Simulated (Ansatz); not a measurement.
Input for Ansatz (development build ahead of 0.2.0):

```yaml
crystal:
  periodic: [false, false, false]
  atoms:
    - { symbol: Cr, position_ang: [0.0, 0.0, 0.0] }
    - { symbol: O, position_ang: [0.0, 0.0, 4.86] }
basis:
  gaussian: { orbitals: def2-SVP }
magnetization:
  spin_polarized: true
  initial_magnetization: 4
hamiltonian:
  xc: pbe0
scf:
  omitted_lower_state_checks: [starts, atomic_configurations, cluster_reference, orbital_swaps, given_window_search, neighbouring_geometries, increment]
output:
  forces: true
```

The input is written out in the form of the current development build from the run's settings.

The run gave:

- Converged: yes
- Total energy: -1118.94751 hartree
- Spin squared of the determinant: 7.747
- Stability test: minimum

Forces (eV/Å):
```
atom     Fx     Fy      Fz
 Cr1  0.000  0.000   0.183
  O2  0.000  0.000  -0.183
```

This is not the lowest solution: another run reaches a determinant 1.59 eV lower. Caution: charge can spread falsely over distant fragments; the unrestricted determinant is a mixture of spin states.
